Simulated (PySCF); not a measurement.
Vanadium: a sound run and one with changed settings

Sound run: V⁺ [Ar] 3d4, V²⁺ [Ar] 3d3. All numbers are calculated (PySCF 2.14, the spin-free X2C one-electron Hamiltonian (Gaussian nucleus), in x2c-TZVPall (6s5p4d1f, 48 functions)). In the sound run the correlated levels freeze [Ar]. The sound run starts from symmetry-adapted Hartree-Fock orbitals and uses a fine grid where one is needed.

Changed run: no relativity, point nucleus. This setting is unsound on purpose.

| species | method | sound run (hartree) | changed run (hartree) | converged |
| --- | --- | --- | --- | --- |
| V⁺ | UHF | -947.90607 | -941.18542 | yes |
| V⁺ | MN15 | -949.34310 | -942.63632 | yes |
| V⁺ | MP2 | -947.94376 | -941.22272 | yes |
| V²⁺ | UHF | -947.42072 | -940.69421 | yes |
| V²⁺ | MN15 | -948.78663 | -942.07468 | yes |
| V²⁺ | MP2 | -947.43462 | -940.70795 | yes |

Ionisation energy of V⁺:

```csv
method,sound run (eV),changed run (eV)
UHF,13.207,13.367
BP86,15.337,15.507
MN15,15.142,15.283
MP2,13.854,14.007
SCS-MP2,13.423,13.580
```

Most of the change in total energy is the relativistic energy itself. On top of that the contraction fixes the core shape for the Hamiltonian it was made with, so the changed run is not a good calculation with the other Hamiltonian either.

For comparison, NIST gives 14.634 ± 0.007 eV between the lowest levels.
